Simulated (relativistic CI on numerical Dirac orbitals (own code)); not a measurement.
**Fe6+ (3d2) in a crystal field**

Calculated by Dirac-Coulomb-Breit CI, orbitals from a KLI potential per configuration, QED by a radiative potential, valence Slater integrals scaled by 0.85, one configuration in a parametric crystal field (own radial code).

Field parameters in Wybourne normalisation: D3d B²₀ = −7Dσ, B⁴₀ = −14Dq − 21Dτ, B⁴₃ = −14√(10/7) Dq; D4h B²₀ = −7Ds, B⁴₀ = 21(Dq − Dt), B⁴₄ = 21√(5/14) Dq; Oh B⁴₀ = 21Dq, B⁴₄ = √(5/14) B⁴₀; Td as Oh with Dq negative (B⁴₀ = 21Dq, B⁴₄ = √(5/14) B⁴₀). The field is a parameter set, without covalency.

S and J are read from ⟨S²⟩ = S(S + 1) and ⟨J²⟩ = J(J + 1) of each level; they are not fictitious spins.

D3d, 10Dq = 11100, Dσ = -880, Dτ = -170 cm⁻¹, the lowest 16 levels:

```tsv
E (cm⁻¹)	Degeneracy	Irrep	S	J
0.0	1	A1	1.00	2.97
12.5	2	E	1.00	2.96
2235	2	E	1.00	2.72
2793	2	E	1.00	3.29
3193	1	A2	1.00	3.54
3355	1	A1	1.00	3.78
9650	2	E	1.00	3.26
9692	1	A2	1.00	3.27
11109	1	A1	1.00	3.04
11265	1	A2	1.00	3.21
11381	2	E	1.00	3.35
11603	2	E	1.00	3.51
19201	2	E	0.03	2.77
20927	1	A1	0.72	2.99
21208	2	E	0.98	3.34
21722	1	A1	0.52	2.76
```

D4h, 10Dq = 17850, Ds = 920, Dt = -660 cm⁻¹, the lowest 16 levels:

| E (cm⁻¹) | Degeneracy | Irrep | S | J |
| --- | --- | --- | --- | --- |
| 0.0 | 1 | A1 | 1.00 | 3.00 |
| 58.4 | 2 | E | 1.00 | 3.08 |
| 5093 | 1 | B1 | 1.00 | 2.72 |
| 5141 | 1 | B2 | 1.00 | 2.78 |
| 5630 | 2 | E | 1.00 | 3.24 |
| 6037 | 1 | A2 | 1.00 | 3.53 |
| 6089 | 1 | A1 | 1.00 | 3.63 |
| 18770 | 1 | B2 | 0.17 | 3.00 |
| 19321 | 1 | B1 | 0.01 | 3.09 |
| 21251 | 1 | B1 | 1.00 | 3.16 |
| 21283 | 2 | E | 0.98 | 3.25 |
| 21499 | 1 | B2 | 0.93 | 3.10 |
| 21579 | 1 | A2 | 1.00 | 3.44 |
| 21593 | 1 | A1 | 1.00 | 3.48 |
| 24609 | 2 | E | 0.14 | 2.83 |
| 25638 | 1 | A1 | 0.01 | 3.07 |

Td, 10Dq = -5300 cm⁻¹, the lowest 10 levels:

```csv
E (cm⁻¹),Degeneracy,Irrep,S,J
0.0,3,T2,1.00,3.01
5161,1,A2,1.00,3.00
5263,2,E,1.00,2.86
5336,3,T2,1.00,3.22
5547,3,T1,1.00,3.27
9080,3,T2,1.00,3.04
9247,2,E,1.00,3.39
9988,3,T1,1.00,3.74
10355,1,A1,1.00,3.96
19472,2,E,0.03,2.36
```

Oh, 10Dq = 41950 cm⁻¹, the lowest 10 levels:

```tsv
E (cm⁻¹)	Degeneracy	Irrep	S	J
0.0	2	E	1.00	2.73
21.1	3	T2	1.00	2.76
840	3	T1	1.00	3.45
1229	1	A1	1.00	3.76
19247	3	T2	0.00	3.06
19532	2	E	0.00	3.17
39239	1	A2	1.00	3.00
39410	3	T2	1.00	3.12
39713	3	T1	1.00	3.42
39717	2	E	1.00	3.44
```

D3d, 10Dq = 41100, Dσ = 610, Dτ = -60 cm⁻¹, the lowest 16 levels:

```tsv
E (cm⁻¹)	Degeneracy	Irrep	S	J
0.0	2	E	1.00	2.76
207	2	E	1.00	2.83
361	1	A1	1.00	2.86
796	1	A2	1.00	3.43
1359	2	E	1.00	3.39
1593	1	A1	1.00	3.68
18659	1	A1	0.01	3.10
19277	2	E	0.00	3.13
20341	2	E	0.00	3.07
38287	1	A2	1.00	3.07
38361	1	A1	1.00	3.13
38459	2	E	1.00	3.21
38621	2	E	1.00	3.40
39270	2	E	1.00	3.34
39287	1	A2	1.00	3.37
42804	1	A1	0.01	3.10
```

The free-ion ground term has S = 1. Every field shown keeps that spin.

Levels of this model without a field, named by their leading LS term: 3F_2 0, 3F_3 1019, 3F_4 2266, 1D_2 18032, 3P_0 20774, 3P_1 21152, 3P_2 21960, 1G_4 27511 cm⁻¹.
